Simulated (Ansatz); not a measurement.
Computed with Ansatz.

C2H7InO (`C[O][InH][CH3]`) at its PBE0-D4/def2-TZVP geometry, where that method's forces vanish. Total charge 0; spin multiplicity 1. In takes the def2 core potential.

```
atom   x (Å)   y (Å)   z (Å)
  C1  -0.828  -0.679  -1.579
  O2  -1.546  -0.251  -0.462
 In3  -0.700   0.462   1.200
  C4   1.437   0.501   1.084
  H5   0.265  -0.589  -1.471
  H6  -1.044  -1.734  -1.797
  H7  -1.113  -0.098  -2.467
  H8  -1.905   0.877   2.335
  H9   1.877   0.886   2.003
 H10   1.811  -0.508   0.904
 H11   1.745   1.132   0.249
```

For each bond, give half the difference of the two atoms' forces along it (eV/Å; positive pushes the atoms apart) under PBE-D4, r2SCAN-D4, B3LYP-D4, ωB97M-V in def2-TZVPP. (Estimate.)

The calculation gave: 
```
  bond  length (Å)  PBE-D4  r2SCAN-D4  B3LYP-D4  ωB97M-V
 C1–O2       1.395    0.29       0.28      0.27     0.32
 C1–H5       1.102    0.04      -0.06     -0.09    -0.09
 C1–H6       1.099    0.09      -0.05     -0.10    -0.13
 C1–H7       1.099    0.09      -0.05     -0.10    -0.13
O2–In3       1.996    0.26       0.04      0.14    -0.08
In3–C4       2.141    0.00       0.05      0.21     0.01
In3–H8       1.707   -0.03      -0.08     -0.10    -0.08
 C4–H9       1.089    0.10      -0.02     -0.08    -0.05
C4–H10       1.091    0.09      -0.03     -0.09    -0.03
C4–H11       1.091    0.09      -0.03     -0.09    -0.04
```

B3LYP here is the variant with VWN-RPA as its local correlation; programs differ in this.
